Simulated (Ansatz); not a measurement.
Process, species as SMILES: C=[SiH2] (CH2-SiH2) → C=[SiH-] + H+
B3LYP-D3(BJ)/def2-TZVP geometries, fixed; electronic energies without zero-point terms.

Basis-set convergence of the deprotonation energy at PBE with Ansatz (a program for electronic structure). Cartesian d functions, on some or all atoms, in 6-31+G*, 6-311+G**; all else is spherical. The program fits the integrals of some runs and decomposes those of others, by size. The proton leaves the site shown, which need not be the most acidic. No added dispersion term, no relativity. Functions are those of the species that has most. Reference: the value in aug-pcseg-3, 359.83 kcal/mol, itself unsure by roughly 0.37 kcal/mol (its mean distance from aug-cc-pV(Q+d)Z, def2-QZVPPD). Deviations are taken from unrounded values.

```json
[
 {"basis": "6-31G", "functions": "30", "deprotonation energy (kcal/mol)": "363.38", "minus reference (kcal/mol)": "3.55"},
 {"basis": "6-31+G*", "functions": "50", "deprotonation energy (kcal/mol)": "358.01", "minus reference (kcal/mol)": "-1.83"},
 {"basis": "def2-SVPD", "functions": "76", "deprotonation energy (kcal/mol)": "362.14", "minus reference (kcal/mol)": "2.31"},
 {"basis": "6-311+G**", "functions": "77", "deprotonation energy (kcal/mol)": "358.73", "minus reference (kcal/mol)": "-1.10"},
 {"basis": "def2-TZVP", "functions": "92", "deprotonation energy (kcal/mol)": "363.31", "minus reference (kcal/mol)": "3.48"},
 {"basis": "def2-TZVPD", "functions": "116", "deprotonation energy (kcal/mol)": "360.87", "minus reference (kcal/mol)": "1.04"},
 {"basis": "cc-pV(T+d)Z", "functions": "125", "deprotonation energy (kcal/mol)": "364.41", "minus reference (kcal/mol)": "4.58"},
 {"basis": "def2-TZVPP", "functions": "129", "deprotonation energy (kcal/mol)": "363.39", "minus reference (kcal/mol)": "3.55"},
 {"basis": "def2-TZVPPD", "functions": "153", "deprotonation energy (kcal/mol)": "361.03", "minus reference (kcal/mol)": "1.20"},
 {"basis": "6-311++G(3df,3pd)", "functions": "158", "deprotonation energy (kcal/mol)": "359.68", "minus reference (kcal/mol)": "-0.15"},
 {"basis": "def2-QZVPP", "functions": "247", "deprotonation energy (kcal/mol)": "361.23", "minus reference (kcal/mol)": "1.40"},
 {"basis": "def2-QZVPPD", "functions": "271", "deprotonation energy (kcal/mol)": "360.33", "minus reference (kcal/mol)": "0.50"},
 {"basis": "aug-pcseg-3", "functions": "370", "deprotonation energy (kcal/mol)": "359.83", "minus reference (kcal/mol)": "0.00"}
]
```
